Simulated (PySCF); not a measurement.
BFH4O3Si, SMILES OB(O)O[SiH2]F.

Coordinates come from a PBE0-D3(BJ)/def2-SVP optimisation. The structure was generated by enumeration, and PubChem lists no compound with its InChIKey, so it may never have been made. One conformer was computed; it need not be the lowest.

Two levels are set side by side: TDDFT-PBE/def2-SVPD (PySCF) and TDDFT-M06-2X/def2-SVPD (PySCF). Vertical, same geometry. The lowest singlet is HOMO→LUMO 100 % with PBE and HOMO→LUMO 57 %, HOMO→LUMO+1 15 % with the other functional; states are paired by order. Differences are taken from unrounded values.

```csv
quantity,TDDFT-M06-2X,TDDFT-PBE,TDDFT-PBE minus TDDFT-M06-2X
lowest singlet excitation (eV),8.36,6.89,-1.47
lowest triplet excitation (TDA) (eV),8.03,6.76,-1.27
first bright state (f over 0.05) (eV),9.39,8.01,-1.38
its oscillator strength,0.11,0.06,-0.04
```

A lower first singlet is the usual sign of a functional without exact exchange. Differences between two approximate levels are no errors against the true value.

Rough cost on one machine, each run with all the roots and properties that it gave: TDDFT-M06-2X against TDDFT-PBE about 10 times.
